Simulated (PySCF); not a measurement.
Structure from 2D NMR

Compound of formula C₈H₁₂Si₂. Correlations simulated from computed shifts and the bond graph:

HSQC (one-bond C–H):
```csv
δH,δC
7.61,133.8
7.51,131.8
7.28,131.0
6.78,145.0
```

COSY cross peaks (H two or three bonds apart, from the bond graph; peaks can be absent where the dihedral angle is near 90°):
```csv
δH,δH
7.61,7.51
7.61,7.28
6.78,4.28
```

HMBC (two and three bonds, from the bond graph):
```csv
δH,δC
7.61,"156.1, 133.8, 131.8, 131.0"
7.51,"133.8, 131.0"
7.28,"173.4, 156.1, 133.8, 131.8, 131.0"
6.78,"173.4, 156.1"
4.31,"173.4, 156.1, 145.0"
4.28,"173.4, 145.0"
```

Carbons without hydrogens: δ 173.4, 156.1.

[PySCF 2.14: PBE0/pcSseg-1 with gauge-including orbitals; structure optimised with GFN2-xTB; relativity neglected; rapidly exchanging positions averaged; a single conformation; no solvent]

δ = σ(ref) − σ, references computed at the same level: ¹H, ¹³C against TMS.

Exchangeable hydrogens are left out of these lists.

**Question.** Which molecule is this?

**Answer.** SMILES c1c(/C(=C/[SiH3])[SiH3])cccc1.

Structure with atom numbers: `[SiH3:1]/[CH:2]=[C:3](\[SiH3:4])[c:5]1[cH:6][cH:7][cH:8][cH:9][cH:10]1`. Hydrogens are named by the atom that carries them.

1. δC 173.4 is C3, a fully substituted alkene carbon.
2. δC 156.1 is C5, a substituted aromatic carbon.
3. δC 145.0 is C2, an alkene CH (δH 6.78).
4. δC 133.8 is C7/C9, an aromatic CH (δH 7.61).
5. δC 131.8 is C8, an aromatic CH (δH 7.51).
6. δC 131.0 is C6/C10, an aromatic CH (δH 7.28).
7. HMBC from δH 7.61 reaches the proton-free carbon C5.
8. HMBC from δH 7.28 reaches the proton-free carbons C3, C5.
9. HMBC from δH 6.78 reaches the proton-free carbons C3, C5.
10. HMBC from δH 4.31 reaches the proton-free carbons C3, C5.
11. COSY links 7.61–7.51, 7.61–7.28, 6.78–4.28.

The shifts were computed for this structure.

Shifts are as computed. Against solution values, carbons near 30 ppm lie about +3 ppm off and those near 130 ppm about +5 ppm. Of 1309 compounds with measured shifts, 239 miss one by over three times the rms of a fit or turn the order of signals round; such compounds aren't used in these exercises.
